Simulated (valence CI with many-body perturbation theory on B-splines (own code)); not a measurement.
Pd XLI: E2 decay

Calculated by configuration interaction combined with many-body perturbation theory (CI+MBPT): four valence electrons over a frozen Dirac-Fock core [He], radial functions for each j: 11 s, 11 p, 10 d, 8 f, 5 g, 2 h, with the one-electron correlation potential Σ1 (screened to all orders), the two-electron term Σ2, the three-electron term Σ3, Breit, model QED; selected single and double excitations, second order for the rest, scaled by the run's own slope (own B-spline code, finite nucleus).

The last digits are not significant, and no measured levels were compared; by estimate large intervals hold to a few tenths of a per cent, small ones and those within an open d or f shell to about a per cent. Among the levels kept, up to 940 cm⁻¹ of a level comes from second order outside the variational space, and about a tenth of that is noise between levels of different J, which matters for small intervals.

Lines 51 to 64 of 64 in falling wavelength, among levels below 34706 × 10³ cm⁻¹, chosen from the decays that carry over 1 % of a level's rate. Wavelengths and rates use the calculated energies. Electric multipoles are in the length gauge, E1 and E2 with the static RPA response of the core. S is in atomic units (e²a₀⁴ for E2 and M2, e²a₀⁶ for E3), for M1 in squared Bohr magnetons. Weak lines are less certain than strong ones. Lines between different terms over intervals too small for the method are left out, as are lines whose strength nearly cancels. Where a level lies close to another of its J and parity, the split of strength between their lines is uncertain. The highest levels of a list are the least certain.

Levels are named by their leading jj configuration (3d3/2^4 stands for four electrons in 3d with j = 3/2), which in mixed levels can hold well under half, so a name can repeat and another be missing. Letters in brackets count levels of one name in rising energy.

| λ vac (nm) | Upper | Lower | Type | A (s⁻¹) | S (a.u.) |
| --- | --- | --- | --- | --- | --- |
| 0.3282 | (2s 2p1/2 2p3/2 3d3/2) J=4 | (2s^2 2p1/2 2p3/2) J=2 | E2 | 1.05e+11 | 3.21e-04 |
| 0.3278 | (2p1/2^2 2p3/2 3d3/2) J=3 | (2s 2p1/2^2 2p3/2) J=1 | E2 | 1.03e+11 | 2.43e-04 |
| 0.3237 | (2p1/2^2 2p3/2 3d3/2) J=2 | (2s 2p1/2^2 2p3/2) J=2 | E2 | 1.35e+11 | 2.14e-04 |
| 0.3236 | (2s 2p3/2^2 3p3/2) J=2 [b] | (2s 2p1/2^2 2p3/2) J=2 | E2 | 7.88e+10 | 1.25e-04 |
| 0.3235 | (2s 2p3/2^2 3d5/2) J=2 [b] | (2s^2 2p3/2^2) J=0 | E2 | 4.70e+11 | 7.44e-04 |
| 0.3233 | (2p1/2 2p3/2^2 3d3/2) J=1 | (2s 2p1/2 2p3/2^2) J=2 [a] | E2 | 2.89e+11 | 2.73e-04 |
| 0.3233 | (2p1/2^2 2p3/2 3d3/2) J=3 | (2s 2p1/2^2 2p3/2) J=2 | E2 | 2.79e+11 | 6.16e-04 |
| 0.3233 | (2p1/2 2p3/2^2 3d3/2) J=2 | (2s 2p1/2 2p3/2^2) J=2 [a] | E2 | 3.03e+11 | 4.78e-04 |
| 0.3232 | (2p1/2 2p3/2^2 3d3/2) J=0 | (2s 2p1/2 2p3/2^2) J=2 [a] | E2 | 2.93e+11 | 9.22e-05 |
| 0.3230 | (2p1/2^2 2p3/2 3d3/2) J=0 | (2s 2p1/2^2 2p3/2) J=2 | E2 | 3.82e+11 | 1.20e-04 |
| 0.3223 | (2p1/2^2 2p3/2 3d5/2) J=4 | (2s 2p1/2^2 2p3/2) J=2 | E2 | 3.88e+11 | 1.09e-03 |
| 0.3223 | (2p1/2 2p3/2^2 3d5/2) J=4 | (2s 2p1/2 2p3/2^2) J=2 [a] | E2 | 3.79e+11 | 1.06e-03 |
| 0.3217 | (2s 2p3/2^2 3d5/2) J=4 [b] | (2s^2 2p3/2^2) J=2 | E2 | 3.93e+11 | 1.09e-03 |
| 0.3215 | (2s 2p3/2^2 3d5/2) J=3 [b] | (2s^2 2p3/2^2) J=2 | E2 | 1.59e+11 | 3.41e-04 |
